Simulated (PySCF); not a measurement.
# Dipole moment and polarisability of Ga(AsH3)H3

Ga(AsH3)H3.
Structure used (PBE0-D3(BJ)/def2-SVP), in Å, numbered top down from 1:
```
atom  x, y, z in Å
Ga1   -0.005    0.010   -1.538
As2    0.003   -0.005    1.097
H3     0.770    1.050    1.861
H4     0.545   -1.205    1.839
H5    -1.296    0.118    1.861
H6     1.563   -0.022   -1.708
H7    -0.761    1.385   -1.701
H8    -0.817   -1.331   -1.711
```

Level: PBE0/def2-SVPD (PySCF), static field, nuclei fixed, core orbitals frozen in the response. The polarisability tensor in these axes (au):

```
x   64.42  0.00  0.07
y    0.00 64.41 -0.12
z    0.07 -0.12 85.66
```

Question: Diagonalise the tensor; give its mean and Δα, where Δα² is half the sum of the squared differences of the eigenvalues.

Answer: Principal values 64.41, 64.42 and 85.66 au; mean 71.50 au = 10.59 Å³ = 11.79 × 10⁻⁴⁰ C²·m²/J; Δα = 21.25 au (30 % of the mean).

Question: What is the dipole moment, and where does it point?

Answer: (0.01, -0.02, 3.60) D, 3.60 D in size, pointing from the negative to the positive side. Measured along this direction, the outermost atoms are H7, H8 and H6 at the negative end and H3, H5 and H4 at the positive end.

Question: Sum over states: ᾱ = Σ f/ω², ω in Eh. What share falls to these 15 lowest TDDFT singlets (eV, f)? 6.24, 0.0004; 6.24, 0.0004; 6.69, 0.0000; 6.71, 0.0005; 6.71, 0.0007; 6.78, 0.0002; 7.09, 0.0863; 7.09, 0.0864; 7.28, 0.4799; 7.37, 0.0159; 7.37, 0.0157; 8.02, 0.2507; 8.06, 0.3185; 8.12, 0.0203; 8.12, 0.0202.

Answer: They add up to 16.69 au, 23.3 % of the 71.50 au; the largest single term is 6.71 au, from the state at 7.28 eV. Terms in order: 0.01, 0.01, 0.00, 0.01, 0.01, 0.00, 1.27, 1.27, 6.71, 0.22, 0.21, 2.89, 3.63, 0.23, 0.23 au. Higher excitations give the rest. The strengths listed sum to 1.296.

Question: Give the eigenvalues of the traceless quadrupole moment Θ = ½Σq(3rr − r²1), origin at the centre of nuclear charge.

Answer: -1.57, -1.56, 3.13 D·Å. The values depend on the origin, since the dipole doesn't vanish. The electronic extent ⟨r²⟩ about the same centre is 599 bohr², a root-mean-square distance of 1.55 Å for the 70 electrons.

Question: What depolarisation ratio follows for Rayleigh scattering of linearly polarised light, taking the static tensor?

Answer: ρ = 3Δα²/(45ᾱ² + 4Δα²) = 1354.4/(230031 + 1805.8) = 0.00584.

Geometry: PBE0-D3(BJ)/def2-SVP; no solvent, vibrations or thermal averaging. The calculation is non-relativistic, for gallium and arsenic too.

The run behind these numbers computed excited states as well. On an Arm Neoverse V2 with one thread, no GPU, shared host, this took 8.0 s of wall time.
